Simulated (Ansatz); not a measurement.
`[OH][GeH]([F])[SiH3]` + `[AlH2][Cl]` → `[SiH3][AlH][Cl]` + `[OH][GeH2][F]`  (formal exchange of groups at the Si–Ge bond)

Calculated with Ansatz (gas phase, PBE0-D4/def2-TZVP geometries, no zero-point term in ΔE). CCSD(T)/CBS is the MP2 limit (def2-TZVPP, def2-QZVPP) plus CCSD(T) − MP2 in def2-TZVPP, frozen cores. This one scheme is used for every species. Functionals use def2-TZVPP. HSE06 is defined as in plane-wave codes. For Ge outer-core shells are correlated without core-valence functions, which leaves a few kJ/mol of doubt a bond. Scalar relativity is left out up to krypton. Each species was taken in one conformer, which may not be the lowest.

```
             level  ΔE (kJ/mol)
          PBE-QIDH          2.8
             HSE06          1.2
RPA@PBE/def2-TZVPP          5.0
      MP2/def2-SVP          2.7
```

(1) What does CCSD(T)/CBS give? (An estimate is asked.)

Largest T1 diagnostic among the species: 0.013.

Answers

(1) Computed: +6.5 kJ/mol. The listed levels differ from it by -3.7, -5.3, -1.5, -3.8 kJ/mol.

Leaving LDA and LC-ωPBE aside and taking each functional with its dispersion term where it has one, the values, not all of them listed here, spread over 8.7 kJ/mol, from HSE06-D4 to BLYP-D4. At CCSD(T), def2-SVP lies −6.1 kJ/mol from the extrapolated value and def2-TZVPP −2.6 kJ/mol.
